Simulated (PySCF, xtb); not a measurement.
SnH2Cl2, SMILES [Cl][SnH2][Cl].

GFN2-xTB (xtb 6.7.1) at its own geometry gives an orbital gap of 4.47 eV and a dipole moment of 2.11 D.

Coordinates come from a PBE-D3(BJ)/def2-SVP optimisation. The def2 effective core potentials stand for the cores of Sn; spin–orbit coupling is left out.

Question: What does ωB97X/def2-TZVPD (PySCF) give? (Estimate from the structure and the level; the computed values follow.)

Answer: gap 11.53 eV (levels -11.38 and 0.14 eV), dipole 2.85 D.
